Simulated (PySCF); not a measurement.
# Spin–spin coupling constants

Molfile (atoms numbered from 1):
```
C2H6BO2
     RDKit          3D

 11 11  0  0  0  0  0  0  0  0999 V2000
   -1.2731   -0.3961   -0.4436 B   0  0  0  0  0  0  0  0  0  0  0  0
   -0.0476   -1.2448   -0.4691 O   0  0  0  0  0  0  0  0  0  0  0  0
    0.9418   -0.5260    0.1598 C   0  0  0  0  0  0  0  0  0  0  0  0
    0.4546    0.9570    0.1785 C   0  0  0  0  0  0  0  0  0  0  0  0
   -0.7161    0.9808   -0.5417 O   0  0  0  0  0  0  0  0  0  0  0  0
   -1.8971   -0.5457    0.6559 H   0  0  0  0  0  0  0  0  0  0  0  0
   -2.0178   -0.6492   -1.4099 H   0  0  0  0  0  0  0  0  0  0  0  0
    1.1289   -0.8689    1.2090 H   0  0  0  0  0  0  0  0  0  0  0  0
    1.9149   -0.6328   -0.3730 H   0  0  0  0  0  0  0  0  0  0  0  0
    0.3127    1.2826    1.2405 H   0  0  0  0  0  0  0  0  0  0  0  0
    1.2096    1.6484   -0.2582 H   0  0  0  0  0  0  0  0  0  0  0  0
  1  2  1  0
  2  3  1  0
  3  4  1  0
  4  5  1  0
  5  1  1  0
  1  6  1  0
  1  7  1  0
  3  8  1  0
  3  9  1  0
  4 10  1  0
  4 11  1  0
M  CHG  1   1  -1
M  END
```

Indirect spin–spin couplings were computed at B3LYP/pcJ-1 (spin–dipole term only in couplings to heteroatoms) (PySCF 2.14) on a PBE0-D3(BJ)/def2-SVP structure, for the isolated molecule, without vibrational or relativistic corrections. Couplings are averaged over pairs made equivalent by symmetry, fast rotation or ring inversion, so a value needn't be that of the named pair in this geometry, while other rotamers aren't included; one pair stands for each set, and the list holds those of at least 0.8 Hz over up to four bonds, among pairs with at least one B or C or H atom (others weren't computed).

Isotopes: ¹³C, ¹H, ¹¹B, ¹⁷O. Couplings to quadrupolar nuclei such as 17O and 33S are rarely resolved in practice.

| pair | bonds | J (Hz) |
| --- | --- | --- |
| B1, O2 | 1 | 5.7 |
| B1, H6 | 1 | ? |
| O2, C3 | 1 | 23.8 |
| C3, C4 | 1 | ? |
| C3, H8 | 1 | 138.5 |
| O2, C4 | 2 | -1.6 |
| O2, H6 | 2 | -9.4 |
| O2, H8 | 2 | -8.5 |
| C3, H10 | 2 | 0.9 |
| H6, H7 | 2 | 2.9 |
| H8, H9 | 2 | ? |
| B1, H8 | 3 | 2.2 |
| C3, H6 | 3 | ? |
| H8, H10 | 3 | ? |
| H8, H11 | 3 | 5.6 |

Estimate the withheld couplings, with signs.

Answers


- ¹J(B1,H6) = 108.0 Hz (mean over equivalent pairs that range from 102.0 to 114.0 Hz in this conformer)
- ¹J(C3,C4) = 33.9 Hz (bond length 1.561 Å)
- ²J(H8,H9) = -6.3 Hz
- ³J(C3,H6) = 6.2 Hz (mean over equivalent pairs that range from 1.6 to 10.8 Hz in this conformer)
- ³J(H8,H10) = 9.2 Hz
